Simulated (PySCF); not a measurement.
Compound: C7H7NS.
Numbering: `[CH3:1][C:2](=[S:3])[c:4]1[cH:5][cH:6][cH:7][n:8][cH:9]1` (hydrogens: H10, H11, H12 on C1; H13 on C5; H14 on C6; H15 on C7; H16 on C9)

The same species was optimised twice, with GFN2-xTB and with PBE0-D3(BJ)/def2-SVP (PySCF), and the same property calculations (PySCF, gas phase) were run on both structures.

| coordinate | GFN2-xTB | PBE0-D3(BJ)/def2-SVP | change |
| --- | --- | --- | --- |
| C2–C4 (Å) | 1.454 | 1.479 | +0.025 |
| N8–C9 (Å) | 1.316 | 1.328 | +0.012 |
| C1–C2 (Å) | 1.491 | 1.500 | +0.009 |
| C6–C7 (Å) | 1.389 | 1.397 | +0.008 |
| C7–N8 (Å) | 1.323 | 1.329 | +0.006 |
| C5–C6 (Å) | 1.380 | 1.385 | +0.005 |
| C4–C9 (Å) | 1.402 | 1.407 | +0.005 |
| C4–C5 (Å) | 1.400 | 1.404 | +0.004 |
| C2=S3 (Å) | 1.637 | 1.636 | -0.001 |
| C1–C2–C4 (°) | 119.0 | 117.5 | -1.5 |
| S3–C2–C4 (°) | 121.0 | 122.3 | +1.3 |
| C7–N8–C9 (°) | 118.7 | 118.0 | -0.7 |
| C2–C4–C9 (°) | 122.3 | 121.8 | -0.5 |
| C2–C4–C5 (°) | 121.1 | 121.6 | +0.5 |
| C4–C9–N8 (°) | 123.7 | 124.2 | +0.5 |
| C1–C2–S3 (°) | 120.0 | 120.2 | +0.2 |
| C6–C7–N8 (°) | 123.0 | 123.2 | +0.2 |
| C1–C2–C4–C5 (°) | -164 | -179 | -15 |

Rotational constants: A = 3074, B = 971.9, C = 749.3 MHz (GFN2-xTB) against A = 3064, B = 957.0, C = 732.6 MHz (PBE0-D3(BJ)/def2-SVP).

On the GFN2-xTB structure: lowest singlet, TDDFT (eV) 2.15 [PBE0/def2-SVPD]; lowest triplet, Tamm–Dancoff (eV) 1.72 [PBE0/def2-SVPD]; isotropic polarisability (au) 112.7 [PBE0/def2-SVPD]; HOMO (eV) -6.54 [PBE0/def2-SVPD]; LUMO (eV) -2.82 [PBE0/def2-SVPD]; dipole (D) 1.24 [PBE0/def2-SVPD]; HOMO (eV) -6.53 [PBE0/pcSseg-1]; LUMO (eV) -2.78 [PBE0/pcSseg-1]; dipole (D) 1.15 [PBE0/pcSseg-1]; GIAO shielding of C1 (ppm) 147.1 [PBE0/pcSseg-1]; GIAO shielding of C2 (ppm) -69.9 [PBE0/pcSseg-1]; GIAO shielding of S3 (ppm) -527.2 [PBE0/pcSseg-1]; GIAO shielding of C4 (ppm) 47.2 [PBE0/pcSseg-1]; GIAO shielding of C5 (ppm) 41.4 [PBE0/pcSseg-1]; GIAO shielding of C6 (ppm) 58.5 [PBE0/pcSseg-1]; GIAO shielding of C7 (ppm) 26.8 [PBE0/pcSseg-1]; GIAO shielding of N8 (ppm) -89.0 [PBE0/pcSseg-1].

Problem. What do these properties become on the PBE0-D3(BJ)/def2-SVP structure?

Solution. 
| property | level | on GFN2-xTB | on PBE0-D3(BJ)/def2-SVP | change |
| --- | --- | --- | --- | --- |
| lowest singlet, TDDFT (eV) | PBE0/def2-SVPD | 2.15 | 2.18 | +0.03 |
| lowest triplet, Tamm–Dancoff (eV) | PBE0/def2-SVPD | 1.72 | 1.74 | +0.02 |
| isotropic polarisability (au) | PBE0/def2-SVPD | 112.7 | 114.0 | +1.3 |
| HOMO (eV) | PBE0/def2-SVPD | -6.54 | -6.60 | -0.06 |
| LUMO (eV) | PBE0/def2-SVPD | -2.82 | -2.86 | -0.04 |
| dipole (D) | PBE0/def2-SVPD | 1.24 | 1.07 | -0.17 |
| energy, GFN2-xTB geometry as zero (kcal/mol) | PBE0/def2-SVPD | 0.0 | -1.2 | -1.2 |
| HOMO (eV) | PBE0/pcSseg-1 | -6.53 | -6.60 | -0.07 |
| LUMO (eV) | PBE0/pcSseg-1 | -2.78 | -2.82 | -0.04 |
| dipole (D) | PBE0/pcSseg-1 | 1.15 | 0.97 | -0.18 |
| energy, GFN2-xTB geometry as zero (kcal/mol) | PBE0/pcSseg-1 | 0.0 | -0.8 | -0.8 |
| GIAO shielding of C1 (ppm) | PBE0/pcSseg-1 | 147.1 | 145.3 | -1.8 |
| GIAO shielding of C2 (ppm) | PBE0/pcSseg-1 | -69.9 | -67.6 | +2.3 |
| GIAO shielding of S3 (ppm) | PBE0/pcSseg-1 | -527.2 | -482.2 | +45.0 |
| GIAO shielding of C4 (ppm) | PBE0/pcSseg-1 | 47.2 | 47.2 | 0.0 |
| GIAO shielding of C5 (ppm) | PBE0/pcSseg-1 | 41.4 | 42.0 | +0.6 |
| GIAO shielding of C6 (ppm) | PBE0/pcSseg-1 | 58.5 | 56.4 | -2.1 |
| GIAO shielding of C7 (ppm) | PBE0/pcSseg-1 | 26.8 | 24.1 | -2.7 |
| GIAO shielding of N8 (ppm) | PBE0/pcSseg-1 | -89.0 | -92.8 | -3.8 |

The heavy atoms differ by 0.138 Å rms after alignment. Among bonds between heavy atoms C2–C4 changes most (+0.025 Å). Changes are differences of the printed values. Neither structure is proved a minimum here.

The values belong to the conformer `[CH3:1][C:2](=[S:3])[c:4]1[cH:5][cH:6][cH:7][n:8][cH:9]1`: C1–C2–C4–C5 -179°.
